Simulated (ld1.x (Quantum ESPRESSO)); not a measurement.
u(r) = r·R(r): atom against pseudo-atom (Sn)

Columns: radius, all-electron u(r) and pseudo u(r) of the 4p shell (level -93.48 eV) of tin in the configuration [Ar] 3d10 4s2 4p6 4d10 5s2 5p1.5; PBE, scalar-relativistic, RRKJ scheme, ld1.x (Quantum ESPRESSO) 7.5.

```json
{"r (bohr)": "0.068", "all-electron": "0.4413", "pseudo": "0.0145"}
{"r (bohr)": "0.135", "all-electron": "-0.0568", "pseudo": "0.0571"}
{"r (bohr)": "0.202", "all-electron": "-0.5691", "pseudo": "0.1285"}
{"r (bohr)": "0.270", "all-electron": "-0.6556", "pseudo": "0.2308"}
{"r (bohr)": "0.338", "all-electron": "-0.4010", "pseudo": "0.3626"}
{"r (bohr)": "0.405", "all-electron": "-0.0053", "pseudo": "0.5183"}
{"r (bohr)": "0.473", "all-electron": "0.4029", "pseudo": "0.6940"}
{"r (bohr)": "0.540", "all-electron": "0.7387", "pseudo": "0.8694"}
{"r (bohr)": "0.608", "all-electron": "0.9862", "pseudo": "1.0285"}
{"r (bohr)": "0.675", "all-electron": "1.1376", "pseudo": "1.1456"}
{"r (bohr)": "0.742", "all-electron": "1.2101", "pseudo": "1.2100"}
{"r (bohr)": "0.810", "all-electron": "1.2205", "pseudo": "1.2202"}
{"r (bohr)": "0.878", "all-electron": "1.1851", "pseudo": "1.1851"}
{"r (bohr)": "0.945", "all-electron": "1.1206", "pseudo": "1.1206"}
{"r (bohr)": "1.013", "all-electron": "1.0372", "pseudo": "1.0372"}
{"r (bohr)": "1.080", "all-electron": "0.9461", "pseudo": "0.9461"}
{"r (bohr)": "1.148", "all-electron": "0.8512", "pseudo": "0.8512"}
{"r (bohr)": "1.215", "all-electron": "0.7596", "pseudo": "0.7596"}
{"r (bohr)": "1.283", "all-electron": "0.6713", "pseudo": "0.6713"}
{"r (bohr)": "1.350", "all-electron": "0.5905", "pseudo": "0.5905"}
{"r (bohr)": "1.418", "all-electron": "0.5157", "pseudo": "0.5157"}
{"r (bohr)": "1.485", "all-electron": "0.4492", "pseudo": "0.4492"}
{"r (bohr)": "1.553", "all-electron": "0.3890", "pseudo": "0.3890"}
{"r (bohr)": "1.620", "all-electron": "0.3366", "pseudo": "0.3366"}
{"r (bohr)": "1.688", "all-electron": "0.2897", "pseudo": "0.2897"}
{"r (bohr)": "1.755", "all-electron": "0.2493", "pseudo": "0.2493"}
```

How many radial nodes do the two functions have?

The all-electron 4p function has n − l − 1 = 2; the pseudo-wave has 0, since the states of the same l below it are removed with the core.

At about which radius was the pseudo-wave matched?

0.95 bohr. The columns agree to 0.0005 from 0.74 bohr on; several derivatives are matched, so the curves merge somewhat inside the radius.

Is the pseudo-wave norm-conserving?

Yes: the RRKJ scheme keeps the norm inside the radius equal to the all-electron one, which fixes the energy derivative of the logarithmic derivative at the level.
